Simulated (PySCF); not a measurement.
C₄H₁₀BNO.
InChI=1S/C4H10BNO/c1-3-4-7-5-6-2/h3,5-6H,1,4H2,2H3

Torsions of this conformer, `[CH2:1]=[CH:2][CH2:3][O:4][BH:5][NH:6][CH3:7]`: C1–C2–C3–O4 -127°, C2–C3–O4–B5 -99°, C3–O4–B5–N6 175°, O4–B5–N6–C7 -1°.

The closed-shell ground state was solved at several levels (PySCF, density fitting, gas phase, non-relativistic). The structure is a single PBE0-D3(BJ)/def2-SVP conformer in the gas phase; no vibrational or solvent corrections.

```tsv
level	basis functions	HOMO (eV)	LUMO (eV)	gap (eV)	dipole (D)
B3LYP/pcJ-1	289	-6.72	-0.05	6.67	0.58
B3LYP/def2-SVPD	223	-6.83	-0.22	6.61	0.52
HF/pcSseg-1	169	-10.01	4.15	14.16	0.50
```

Problem. What might PBE0/pcSseg-1 (169 basis functions) give for the same quantities?

Solution. HOMO -6.97 eV, LUMO 0.17 eV, gap 7.14 eV, dipole 0.57 D.

Problem. Over all these levels, which gives the widest orbital gap and which the narrowest?

Solution. HF/pcSseg-1 (Hartree–Fock, all exact exchange) has the widest, 14.16 eV, and B3LYP/def2-SVPD (global hybrid, 20 % exact exchange) the narrowest, 6.61 eV. Functional and basis both differ between the two, so the spread mixes both effects. The HOMO need not be the same orbital at Hartree–Fock and at DFT levels.

Problem. How far do the dipole and the HOMO energy spread over the levels?

Solution. The dipole runs from 0.50 to 0.58 D (mean 0.54 D) and the HOMO from -10.01 to -6.72 eV.
